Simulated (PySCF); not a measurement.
A GIAO shielding run with PySCF 2.14 (density fitting, non-relativistic, gas phase) on `FC1=CCC[Si@@H](SC)[C@@H]1F`, C6H10F2SSi:

```
$ OMP_NUM_THREADS=1 python probes_run.py task.json out

{"job": {"kind": "nmr", "xc": "PBE0", "basis": "pcSseg-1"}, "charge": 0, "multiplicity": 1}
C      3.290421    -0.603729    -0.997082
S      1.755868    -1.583521    -0.904765
Si     0.598323    -0.374654     0.433603
C     -1.056843    -1.235432     0.762270
C     -2.198197    -0.208855     0.763054
C     -2.263091     0.526766    -0.539013
C     -1.221182     1.180539    -1.030397
F     -1.303070     1.782758    -2.242250
C      0.099655     1.317567    -0.353962
F     -0.008153     2.222686     0.705721
H      3.075019     0.386550    -1.382897
H      3.952917    -1.128705    -1.676402
H      3.740888    -0.541648    -0.012249
H      1.373778    -0.045084     1.630048
H     -1.040756    -1.754793     1.719371
H     -1.252515    -1.987986    -0.003298
H     -2.038078     0.500813     1.578263
H     -3.148837    -0.712366     0.942269
H     -3.185488     0.508300    -1.098537
H      0.824192     1.761471    -1.043082
```

Hardware: 1 thread of an Arm Neoverse N1, shared host. The job also computes population analyses, field gradients, ring-centre shieldings.

Question: How large is the calculation?

Answer: 94 electrons, 234 basis functions and 1258 auxiliary functions.

Question: How long does it take, and how much memory does it need?

Answer: 2 min of wall time, with 14 SCF cycles and 5 response iterations; peak memory 1.1 GiB. Times on a shared host scatter by some tens of per cent.
